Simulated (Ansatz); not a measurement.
Consider the ligand exchange at the Si–N bond: `N[SiH](F)/N=C/O` + `N[SiH](N)F` → `N[Si@H](F)N[Si@H](N)F` + `N=CO`.

Isolated molecules relaxed with PBE0-D4/def2-TZVP in Ansatz; ΔE leaves out vibrations. CCSD(T)/CBS is the MP2 limit (def2-TZVPP, def2-QZVPP) plus CCSD(T) − MP2 in def2-TZVPP, frozen cores. This one scheme is used for every species. DFT in def2-TZVPP. B3LYP here is the variant with VWN-RPA as its local correlation; programs differ in this. Each species was taken in one conformer, which may not be the lowest.

```
             level  ΔE (kcal/mol)  difference from CCSD(T)/CBS
            PBE-D4           -3.0                          0.2
           PBE0-D4           -3.1                          0.1
          B3LYP-D4           -3.1                          0.1
           ωB97X-V           -2.8                          0.4
               PBE           -1.7                          1.5
              PBE0           -1.9                          1.3
             B3LYP           -1.0                          2.2
     HF/def2-TZVPP           -0.7                          2.5
    MP2/def2-TZVPP           -2.9                          0.3
SCS-MP2/def2-TZVPP           -2.8                          0.4
   CCSD/def2-TZVPP           -3.3                         -0.1
CCSD(T)/def2-TZVPP           -3.6                         -0.4
    MP2/def2-QZVPP           -2.7                          0.5
SCS-MP2/def2-QZVPP           -2.5                          0.7
     MP2/CBS(def2)           -2.5                          0.7
    CCSD/CBS(def2)           -2.9                          0.3
       CCSD(T)/CBS           -3.2                            0
```

Largest T1 diagnostic among the species: 0.014.

In def2-TZVPP, CCSD(T) changes the Hartree–Fock value by −2.9 kcal/mol (the triples alone add −0.3 kcal/mol) and MP2 by −2.2 kcal/mol. The D4 term adds −2.0 kcal/mol with B3LYP and −1.2 kcal/mol with PBE0; it sums over pairs of atoms, weighted by their polarisabilities, and B3LYP, whose exchange is more repulsive, gets the larger term.
